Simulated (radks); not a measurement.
Values are calculated unless marked as measured or tabulated.
Spherical jellium clusters: N electrons in a uniform positive sphere of charge N and radius rs N^(1/3), rs = 5.3 bohr. Level of theory: non-relativistic Kohn-Sham, PBEsol, spin-polarised, spherical densities (a radial shooting solver with Libxc functionals). Levels are named by radial order and angular momentum (1s, 1p, 1d, 2s, ...), and open shells are averaged over m.

N = 3, configuration 1s2 1p(up 1, down 0). This is the lowest configuration that the search found. Occupied levels:

level    occupation  eigenvalue (eV)  <r> (bohr)
1s up             1          -3.0397       5.589
1s down           1          -2.7909       5.300
1p up             1          -1.9142       7.002

Energy (eV): total -4.54362, kinetic 3.4037, external -37.487, Hartree 18.454, exchange-correlation -8.1377, background 19.223.
